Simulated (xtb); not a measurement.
C2H6OZn, triplet, at the geometry of the source list (GFN-xTB shapes and energies of metal compounds can be far from the true ones) (a higher spin typed on purpose: for a closed-shell molecule this is an excited state); xtb with GFN2-xTB.

xtb was given this input:
```
$ xtb mol.xyz --gfn 2 --chrg 0 --uhf 2 --json

# file mol.xyz
10

Zn     1.01820000     0.69780000     0.89030000
C      0.34110000    -0.64110000    -0.45740000
C     -1.00680000    -0.29150000    -1.07450000
H      0.24890000    -1.57630000     0.09250000
H      1.06390000    -0.80590000    -1.25070000
H     -0.95520000     0.62120000    -1.66360000
H     -1.77450000    -0.16580000    -0.31420000
H     -1.32120000    -1.09920000    -1.73790000
O      0.92110000     1.32930000     2.50770000
H      1.46450000     1.93140000     3.00790000
```

The log (banner, timings and long lists left out):

```
   ID    Z sym.   atoms
    1   30 Zn     1
    2    6 C      2, 3
    3    1 H      4-8, 10
    4    8 O      9

           -------------------------------------------------
          |                Calculation Setup                |
           -------------------------------------------------

           -------------------------------------------------
          |                 G F N 2 - x T B                 |
           -------------------------------------------------

          ...................................................
          :                      SETUP                      :
          :.................................................:
          :  # basis functions                  22          :
          :  # atomic orbitals                  22          :
          :  # shells                           14          :
          :  # electrons                        22          :
          :  max. iterations                   250          :
          :  Hamiltonian                  GFN2-xTB          :
          :  restarted?                      false          :
          :  GBSA solvation                  false          :
          :  PC potential                    false          :
          :  electronic temp.          300.0000000     K    :
          :  accuracy                    1.0000000          :
          :  -> integral cutoff          0.2500000E+02      :
          :  -> integral neglect         0.1000000E-07      :
          :  -> SCF convergence          0.1000000E-05 Eh   :
          :  -> wf. convergence          0.1000000E-03 e    :
          :  Broyden damping             0.4000000          :
          :  net charge                          0          :
          :  unpaired electrons                  2          :
          ...................................................

 iter      E             dE          RMSdq      gap      omega  full diag
   1    -11.7618374 -0.117618E+02  0.613E+00    3.07       0.0  T
   2    -11.8687647 -0.106927E+00  0.375E+00    4.60       1.0  T
   3    -11.8765364 -0.777167E-02  0.223E+00    4.73       1.0  T
   4    -11.8586371  0.178993E-01  0.184E+00    4.72       1.0  T
   5    -11.8829669 -0.243298E-01  0.490E-01    4.87       1.0  T
   6    -11.8838780 -0.911117E-03  0.262E-01    4.89       1.0  T
   7    -11.8841287 -0.250704E-03  0.792E-02    4.89       1.0  T
   8    -11.8841555 -0.268548E-04  0.166E-02    4.88       1.9  T
   9    -11.8841563 -0.742498E-06  0.108E-02    4.89       2.9  T
  10    -11.8841566 -0.280051E-06  0.818E-03    4.88       3.9  T
  11    -11.8841570 -0.416429E-06  0.127E-03    4.89      24.8  T
  12    -11.8841570 -0.634609E-08  0.405E-04    4.89      78.1  T
  13    -11.8841570 -0.104377E-08  0.641E-05    4.89     493.6  T

   *** convergence criteria satisfied after 13 iterations ***

 transition dipole moment (au) for excitation:          11          12
     X       Y       Z
  -0.5384  -1.0507  -1.2843  total (au/Debye):    1.744   4.434
 dE (eV)             :    4.847
 oscillator strength :  0.51101E+00

         :::::::::::::::::::::::::::::::::::::::::::::::::::::
         ::                     SUMMARY                     ::
         :::::::::::::::::::::::::::::::::::::::::::::::::::::
         :: total energy             -11.760400683151 Eh    ::
         :: gradient norm              0.126463421378 Eh/a0 ::
         :: HOMO-LUMO gap              4.885080956101 eV    ::
         ::.................................................::
         :: SCC energy               -11.884155183706 Eh    ::
         :: -> isotropic ES            0.065453863238 Eh    ::
         :: -> anisotropic ES         -0.001627076145 Eh    ::
         :: -> anisotropic XC          0.004313636000 Eh    ::
         :: -> dispersion             -0.003916974030 Eh    ::
         :: repulsion energy           0.123754500555 Eh    ::
         :: add. restraining           0.000000000000 Eh    ::
[...]
         7        2.0000           -0.4785133             -13.0210
         8        2.0000           -0.4538962             -12.3511
         9        2.0000           -0.4384989             -11.9322
        10        2.0000           -0.4182010             -11.3798
        11        1.0000           -0.3891510             -10.5893
        12        1.0000           -0.2110433              -5.7428 (HOMO)
        13                         -0.0315199              -0.8577 (LUMO)
        14                          0.0168922               0.4597
        15                          0.1239582               3.3731
        16                          0.1392816               3.7900
        17                          0.1588344               4.3221
        18                          0.1828652               4.9760
        19                          0.1987213               5.4075
        20                          0.2467006               6.7131
        21                          0.2650303               7.2118
        22                          0.7110856              19.3496
      -------------------------------------------------------------
                  HL-Gap            0.1795234 Eh            4.8851 eV
             Fermi-level           -0.2624788 Eh           -7.1424 eV

     #   Z          covCN         q      C6AA      α(0)
     1  30 Zn       1.575     0.227   122.529    21.623
     2   6 C        3.654    -0.119    23.122     6.904
     3   6 C        3.758    -0.095    22.367     6.743
     4   1 H        0.925     0.046     2.369     2.407
     5   1 H        0.925     0.048     2.339     2.392
     6   1 H        0.925     0.052     2.294     2.369
     7   1 H        0.925     0.052     2.297     2.370
     8   1 H        0.924     0.069     2.102     2.267
     9   8 O        1.543    -0.570    24.535     6.682
    10   1 H        0.806     0.290     0.752     1.362

 Mol. C6AA /au·bohr⁶  :       1133.220903
 Mol. C8AA /au·bohr⁸  :      39410.619651
 Mol. α(0) /au        :         55.118693

Wiberg/Mayer (AO) data.
largest (>0.10) Wiberg bond orders for each atom

 ---------------------------------------------------------------------------
     #   Z sym  total        # sym  WBO       # sym  WBO       # sym  WBO
 ---------------------------------------------------------------------------
     1  30 Zn   1.219 --     9 O    0.844     2 C    0.279
     2   6 C    3.447 --     3 C    1.083     5 H    0.967     4 H    0.961
                             1 Zn   0.279
     3   6 C    3.995 --     2 C    1.083     7 H    0.975     6 H    0.974
                             8 H    0.920
     4   1 H    0.998 --     2 C    0.961
     5   1 H    0.997 --     2 C    0.967
     6   1 H    0.997 --     3 C    0.974
     7   1 H    0.997 --     3 C    0.975
     8   1 H    0.973 --     3 C    0.920
     9   8 O    1.867 --    10 H    0.890     1 Zn   0.844
    10   1 H    0.916 --     9 O    0.890
 ---------------------------------------------------------------------------

Topologies differ in total number of bonds
Writing topology from bond orders to xtbtopo.mol

molecular dipole:
                 x           y           z       tot (Debye)
 q only:        0.032      -0.185      -0.899
   full:       -0.462      -0.711      -0.857       3.065
molecular quadrupole (traceless):
                xx          xy          yy          xz          yz          zz
 q only:        2.514       1.640       1.049       1.544      -0.092      -3.564
  q+dip:        0.614      -0.251       1.105       0.997      -0.436      -1.719
   full:        0.679      -0.228       1.227       1.640       0.042      -1.906

           -------------------------------------------------
          | TOTAL ENERGY              -11.760400683151 Eh   |
          | GRADIENT NORM               0.126463421378 Eh/α |
          | HOMO-LUMO GAP               4.885080956101 eV   |
           -------------------------------------------------

normal termination of xtb
```
